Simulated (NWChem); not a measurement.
ammonium (NH₄ cation); SMILES [NH4+]

```xyz
5

N      0.0000     0.0000     0.0000
H     -0.5910    -0.5910    -0.5910
H      0.5910     0.5910    -0.5910
H     -0.5910     0.5910     0.5910
H      0.5910    -0.5910     0.5910
```
Atoms are numbered in this order, from 1.

All runs: NWChem. Pople sets run with spherical d functions. The geometry was optimised at PBE0-D3(BJ)/def2-TZVP.

### Question
Taking TPSS/6-311++G** as the yardstick, which of these has the fewest basis functions while keeping “highest occupied level (eV)” within 0.2 eV of it: TPSS/6-311G**; TPSS/6-31G*; TPSS/STO-3G; TPSS/6-31+G*; TPSS/3-21G?

### Answer
TPSS/3-21G.
```csv
level,basis functions,highest occupied level (eV)
TPSS/STO-3G,9,-21.60
TPSS/3-21G,17,-21.37
TPSS/6-31G*,22,-21.29
TPSS/6-31+G*,26,-21.29
TPSS/6-311G**,42,-21.21
TPSS/6-311++G**,50,-21.21
```

The yardstick is one finite set, not the basis-set limit.
